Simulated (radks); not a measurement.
Results of a calculation; reference values are marked as such.
Excited configurations of Mn II: one electron is placed in a higher orbital outside [Ar] 3d5. The ground configuration is [Ar] 3d5 4s1. Code: a radial shooting solver on a logarithmic mesh with Libxc functionals. Model: scalar-relativistic Kohn-Sham, PBEsol, spin-unpolarised, spherical densities, finite nucleus; Fermi nuclear charge, rms radius 3.7057 fm. Excitation = E - E(ground); binding = E(ion) - E, where the ion is the core of charge +2; n* = 2/sqrt(2 binding) in atomic units, and the quantum defect is n - n*.

outer orbital,excitation (eV),binding (eV),n*,quantum defect,eigenvalue (eV),<r> (bohr)
4p,4.759,10.753,2.250,1.750,-7.892,3.474
4f,12.064,3.448,3.973,0.027,-2.465,8.870
5p,10.253,5.259,3.217,1.783,-4.081,7.553
5f,13.203,2.309,4.855,0.145,-1.764,15.19
6s,11.785,3.727,3.821,2.179,-2.978,11.28
6p,12.373,3.139,4.164,1.836,-2.495,12.98
6d,13.247,2.265,4.902,1.098,-1.786,17.31
7s,13.106,2.406,4.756,2.244,-1.940,17.63
7d,13.907,1.605,5.823,1.177,-1.291,25.18

The Delta-SCF ionisation energy is 15.512 eV (NIST Atomic Spectra Database: 15.640 eV, measured). Self-interaction in the functional shifts the binding energies and quantum defects, so they are the method's values and not measured ones. Spin polarisation and multiplet splitting are left out, so open shells lie too high by an amount that depends on their filling.

Beside tabulated values, note that spin-unpolarised runs miss the spin-polarisation part of the exchange energy of open shells.
